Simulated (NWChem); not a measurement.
System: C$_{2}$H$_{4}$ClNOSi; SMILES C#C[Si@](N)(O)Cl

The following NWChem deck was run.

```
start job
memory heap 200 mb stack 900 mb global 1100 mb
geometry units angstroms noautosym nocenter noautoz
  C      0.934346    -2.739246     0.155546
  C      0.425456    -1.627974     0.032619
  Si    -0.345860     0.028108    -0.056922
  N     -1.399122     0.447257     1.245624
  O     -1.160256     0.039950    -1.508626
  Cl     1.172993     1.450034     0.012702
  H      1.386840    -3.717543     0.255047
  H     -0.992217     0.894267     2.070634
  H     -2.134600    -0.213337     1.512019
  H     -1.707998     0.837149    -1.628768
end
basis spherical
  C library iglo-ii
  Si library iglo-ii
  N library iglo-ii
  O library iglo-ii
  Cl library iglo-ii
  H library iglo-ii
end
dft
  xc hfexch
  iterations 150
  semidirect filesize 400000000
end
property
  shielding
end
task dft property
```

All runs use the structure optimised with PBE-D3(BJ)/def2-SVP.

GIAO values for the isolated, static molecule; σ is the absolute isotropic shielding.

Atoms are numbered as in the input.

Q: Give the results of this calculation. (Hartree-Fock/IGLO-II, GIAO.) Quantities: basis functions; σ C1 (ppm); σ C2 (ppm); σ Si3 (ppm); σ H7 (ppm); σ H8 (ppm); σ H9 (ppm); σ H10 (ppm).

A: 
* **number of basis functions**: 182
* **σ C1 (ppm)**: 88.5
* **σ C2 (ppm)**: 108.5
* **σ Si3 (ppm)**: 439.3
* **σ H7 (ppm)**: 29.24
* **σ H8 (ppm)**: 30.67
* **σ H9 (ppm)**: 30.89
* **σ H10 (ppm)**: 29.82
